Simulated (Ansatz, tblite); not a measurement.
Removing an electron: PAsAsSb tetrahedron (SbAs₂P). Total charge 0; singlet. Geometry: r2SCAN-D4/def2-SVP. Ansatz, gas phase; energy differences of separate SCF runs; the oxidised species was run as a doublet alone.

```xyz
4

P    -0.0604    1.4276   -0.0669
As   -1.2310   -0.5043   -0.7046
As   -0.1072   -0.3554    1.4589
Sb    1.3986   -0.5679   -0.6874
```

In the def2 sets Sb takes a core potential; there is no spin–orbit coupling. The xTB rows come from tblite. HOMO above LUMO, or a gap near zero within one spin, warns that the state may not be the lowest or that an electron is smeared out.

| level | −HOMO (eV) | vertical IE (eV) | −LUMO (eV) | HOMO–LUMO gap (eV) | remarks |
| --- | --- | --- | --- | --- | --- |
| GFN2-xTB | 9.37 | 12.08 | 6.72 | 2.65 | – |
| PBE-D4/def2-TZVP | 5.88 | 8.49 | 2.15 | 3.73 | gap within one spin near zero (+1 doublet) |
| r2SCAN-D4/def2-TZVP | 6.14 | 8.62 | 2.08 | 4.05 | – |

(1) Estimate the rows for GFN1-xTB, PBE0-D4/def2-TZVP.

## Answers

(1) 
```csv
level,−HOMO (eV),vertical IE (eV),−LUMO (eV),HOMO–LUMO gap (eV)
GFN1-xTB,9.25,13.26,6.28,2.97
PBE0-D4/def2-TZVP,6.78,8.60,1.50,5.28
```

  Raw xTB energy differences between charge states are shifted by several eV; the methods need an empirical correction for them.
